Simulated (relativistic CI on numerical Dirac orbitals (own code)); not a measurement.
**Electric-dipole transitions in Ca8+**

Method of calculation: Dirac-Coulomb-Breit CI, orbitals from a KLI potential per configuration, QED by a radiative potential, unscaled Slater integrals (own radial code, finite nucleus).

Configuration list (outside the closed core [Ne]): 3s², 3s3p, 3p², 3s3d, 3d², 3p3d, 3p4s, 3s4s, 3s4p, 3d4s, 3s4d, 3s4f, 3s5s, 3s5p, 3s5d, 4s², 3s5f, 3s5g, 3s6s, 3s6p, 3s6d. Levels of other configurations are missing.

| λ vac (Å) | Lower | Upper | A (s⁻¹) | gf | Branching (%) |
| --- | --- | --- | --- | --- | --- |
| 129.33 | 3s3p ³P°2 [4] | 3s4d ³D3 [44] | 3.83e+10 | 6.72e-01 | 93.6 |
| 134.74 | 3s3d ³D2 [12] | 3s5f ³F°3 [65] | 4.89e+10 | 9.31e-01 | 69.1 |
| 134.77 | 3s3d ³D3 [13] | 3s5f ³F°4 [66] | 5.50e+10 | 1.35e+00 | 77.7 |
| 146.37 | 3s3d ¹D2 [14] | 3s5f ¹F°3 [71] | 4.91e+10 | 1.10e+00 | 64.0 |
| 185.39 | 3s3d ³D1 [11] | 3s4f ³F°2 [49] | 1.08e+11 | 2.78e+00 | 83.9 |
| 185.42 | 3s3d ³D2 [12] | 3s4f ³F°3 [50] | 1.14e+11 | 4.12e+00 | 88.8 |
| 185.48 | 3s3d ³D3 [13] | 3s4f ³F°4 [51] | 1.28e+11 | 5.96e+00 | 99.9 |
| 205.41 | 3s3d ¹D2 [14] | 3s4f ¹F°3 [53] | 1.00e+11 | 4.43e+00 | 81.2 |
| 313.76 | 3p² ¹D2 [6] | 3p3d ¹F°3 [25] | 1.80e+10 | 1.86e+00 | 69.2 |
| 351.15 | 3p3d ¹D°2 [18] | 3d² ¹D2 [39] | 1.22e+10 | 1.13e+00 | 43.6 |
| 366.82 | 3s3p ³P°0 [2] | 3s3d ³D1 [11] | 7.92e+09 | 4.79e-01 | 56.1 |
| 368.69 | 3s3p ³P°1 [3] | 3s3d ³D2 [12] | 1.05e+10 | 1.07e+00 | 75.7 |
| 371.89 | 3p3d ³F°3 [16] | 3d² ³F3 [34] | 8.85e+09 | 1.28e+00 | 38.7 |
| 372.83 | 3s3p ³P°2 [4] | 3s3d ³D3 [13] | 1.36e+10 | 1.98e+00 | 100.0 |
| 374.92 | 3p3d ³F°4 [17] | 3d² ³F4 [35] | 9.32e+09 | 1.77e+00 | 41.6 |
| 377.57 | 3p² ¹S0 [10] | 3p3d ¹P°1 [26] | 1.62e+10 | 1.04e+00 | 66.5 |
| 379.34 | 3p² ³P1 [8] | 3p3d ³D°2 [23] | 7.66e+09 | 8.26e-01 | 32.9 |
| 380.10 | 3p² ³P1 [8] | 3p3d ³D°1 [22] | 1.12e+10 | 7.26e-01 | 50.5 |
| 381.37 | 3p² ³P0 [7] | 3p3d ³P°1 [20] | 1.28e+10 | 8.36e-01 | 64.7 |
| 383.99 | 3s3p ¹P°1 [5] | 3s3d ¹D2 [14] | 2.56e+10 | 2.82e+00 | 99.9 |
| 384.31 | 3p² ³P2 [9] | 3p3d ³D°3 [24] | 1.85e+10 | 2.86e+00 | 76.1 |
| 384.44 | 3p² ³P2 [9] | 3p3d ³D°2 [23] | 1.01e+10 | 1.12e+00 | 43.6 |
| 385.70 | 3p² ³P1 [8] | 3p3d ³P°2 [19] | 9.89e+09 | 1.10e+00 | 55.0 |
| 418.59 | 3s4d ¹D2 [45] | 3s5f ¹F°3 [71] | 1.51e+10 | 2.78e+00 | 19.7 |
| 421.73 | 3s4d ³D2 [43] | 3s5f ³F°3 [65] | 1.39e+10 | 2.60e+00 | 19.7 |
| 421.85 | 3p² ¹D2 [6] | 3p3d ¹D°2 [18] | 1.01e+10 | 1.35e+00 | 94.1 |
| 421.87 | 3s4d ³D3 [44] | 3s5f ³F°4 [66] | 1.57e+10 | 3.77e+00 | 22.2 |
| 437.21 | 3p3d ³D°3 [24] | 3d² ³F4 [35] | 1.27e+10 | 3.28e+00 | 56.6 |
| 437.49 | 3p3d ³D°2 [23] | 3d² ³F3 [34] | 9.20e+09 | 1.85e+00 | 40.3 |
| 458.94 | 3s² ¹S0 [1] | 3s3p ¹P°1 [5] | 1.15e+10 | 1.09e+00 | 100.0 |
| 483.71 | 3s4f ³F°2 [49] | 3s5g ³G3 [67] | 2.66e+10 | 6.54e+00 | 91.1 |
| 483.75 | 3s4f ³F°3 [50] | 3s5g ³G4 [68] | 2.72e+10 | 8.58e+00 | 93.0 |
| 483.80 | 3s4f ³F°4 [51] | 3s5g ³G5 [69] | 2.90e+10 | 1.12e+01 | 99.2 |
| 484.98 | 3p3d ¹F°3 [25] | 3d² ¹G4 [40] | 1.36e+10 | 4.31e+00 | 99.8 |
| 493.59 | 3s3p ³P°1 [3] | 3p² ³P2 [9] | 2.47e+09 | 4.51e-01 | 25.6 |
| 501.51 | 3s3p ³P°2 [4] | 3p² ³P2 [9] | 7.15e+09 | 1.35e+00 | 74.0 |
| 510.33 | 3s4f ¹F°3 [53] | 3s5g ¹G4 [70] | 2.70e+10 | 9.49e+00 | 96.6 |
| 522.51 | 3s3d ³D3 [13] | 3p3d ³D°3 [24] | 4.18e+09 | 1.20e+00 | 17.2 |
| 534.90 | 3s3d ³D3 [13] | 3p3d ³P°2 [19] | 5.20e+09 | 1.12e+00 | 28.9 |
| 568.84 | 3s3d ¹D2 [14] | 3p3d ¹F°3 [25] | 7.18e+09 | 2.44e+00 | 27.6 |
| 651.95 | 3s3d ³D3 [13] | 3p3d ³F°4 [17] | 2.25e+09 | 1.29e+00 | 100.0 |
| 1114.5 | 3s4p ¹P°1 [32] | 3s4d ¹D2 [45] | 2.27e+09 | 2.11e+00 | 6.7 |
| 1132.7 | 3s4p ³P°2 [31] | 3s4d ³D3 [44] | 2.42e+09 | 3.25e+00 | 5.9 |
| 2444.3 | 3s5p ³P°2 [58] | 3s5d ³D3 [63] | 6.69e+08 | 4.19e+00 | 1.9 |
| 4396.3 | 3s6p ³P°2 [80] | 3s6d ³D3 [84] | 2.56e+08 | 5.20e+00 | 1.0 |

Terms are leading LS components. Brackets give the number of a level in order of energy, since labels repeat. The list gives strong lines, with weight on those to low levels, without lines whose two gauges differ by over a factor of 2.5, among the lowest 85 of 86 levels, so that lines to higher ones, which can be the strongest, are missing. Levels whose partners in the same complex of configurations lie outside the list can be far off, and so can their lines. Rates are taken at the computed energies, electric ones in the length gauge.

At this charge configurations can still be misplaced by up to about 7 % of their energy.

Problem. From the table, what is the radiative lifetime of 3s4d ³D3?

Solution. The listed rates from this level add up to about 4.07e+10 s⁻¹, 99 % of its decay; with all channels τ = 2.45e-11 s.
